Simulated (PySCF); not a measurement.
Compound: C₄H₁₀B₂.
Structure used (PBE0-D3(BJ)/def2-SVP), in Å, numbered top down from 1:
```xyz
16
C4H10B2 angstrom
B      2.2418    0.1997    0.4977
C      0.9325    0.0878   -0.2880
B     -0.0251    1.2423    0.2244
C     -1.4684    0.6396    0.3099
C     -1.3974   -0.6640   -0.4935
C      0.0412   -1.1593   -0.3154
H      3.0352    1.0806    0.2533
H      2.4650   -0.5447    1.4303
H      1.0463    0.5555   -1.2994
H      0.3052    2.3769    0.4761
H     -1.5669    0.4110    1.3955
H     -2.3098    1.3073    0.0711
H     -2.1464   -1.4140   -0.1937
H     -1.5846   -0.4430   -1.5594
H      0.1426   -1.6814    0.6520
H      0.3416   -1.8821   -1.0904
```

All values: wB97X-D/def2-SVPD (PySCF, non-relativistic), on one gas-phase PBE0-D3(BJ)/def2-SVP geometry that isn't relaxed in the solvent. The solvent is an IEF-PCM continuum (van der Waals radii × 1.2), and excitations are vertical TDDFT with non-equilibrium linear response and a frozen core. Only the electrostatic response of the medium enters.

Gas-phase singlets (H = HOMO, L = LUMO):

```csv
state,E (eV),λ (nm),f,leading configurations
S1,5.735,216,0.020,H→L 86%
S2,6.085,204,0.001,"H-1→L 64%, H-2→L 13%"
S3,6.329,196,0.001,"H-3→L 39%, H-2→L 24%"
S4,6.468,192,0.005,"H→L+1 34%, H-2→L 21%"
S5,7.076,175,0.031,"H→L+1 40%, H-3→L 24%"
```

How does the list change in chloroform (ε = 4.711)?

```tsv
state	E (eV)	λ (nm)	f	leading configurations	change by rank (eV)
S1	5.723	217	0.031	H→L 84%	-0.012
S2	6.110	203	0.001	H-1→L 50%, H-2→L 19%	+0.025
S3	6.326	196	0.002	H-3→L 51%, H-1→L 14%	-0.003
S4	6.439	193	0.006	H→L+1 31%, H-2→L 28%	-0.029
S5	7.022	177	0.053	H→L+1 38%, H-2→L 34%	-0.054
```

How do the frontier levels move from gas to chloroform?

| orbital | gas (eV) | solvent (eV) | change (eV) | Löwdin shares, gas | Löwdin shares, solvent |
| --- | --- | --- | --- | --- | --- |
| LUMO+2 | 2.05 | 2.15 | +0.10 | B3 35 %, B1 24 %, C4 5 %, H12 4 % | B3 35 %, B1 29 %, H10 4 % |
| LUMO+1 | 1.50 | 1.58 | +0.08 | B1 28 %, B3 28 %, C2 8 %, C4 8 % | B3 30 %, B1 27 %, C4 8 %, C2 8 % |
| LUMO | 0.59 | 0.67 | +0.08 | B1 27 %, B3 26 %, C2 16 %, H8 6 % | B1 30 %, B3 24 %, C2 16 %, H8 7 % |
| HOMO | -10.26 | -10.15 | +0.11 | C2 30 %, B3 20 %, C4 15 %, B1 13 % | C2 29 %, B3 20 %, C4 16 %, B1 13 % |
| HOMO-1 | -10.63 | -10.55 | +0.08 | B1 21 %, H7 13 %, C5 11 %, C2 10 % | C5 13 %, B1 13 %, C2 10 %, B3 10 % |
| HOMO-2 | -10.89 | -10.79 | +0.10 | C6 17 %, C2 13 %, B1 11 %, B3 11 % | C6 19 %, B1 14 %, C2 13 %, C5 12 % |
| HOMO-3 | -10.99 | -10.88 | +0.11 | B3 15 %, C4 14 %, C5 12 %, C6 12 % | B3 17 %, C6 12 %, C2 11 %, C4 11 % |

The HOMO–LUMO gap goes from 10.86 to 10.82 eV.

Time: 27 s of wall time; peak memory 0.97 GiB. Hardware: Arm Neoverse V1, one thread (shared host). This is the whole response run at wB97X-D/def2-SVPD in chloroform, SCF included.
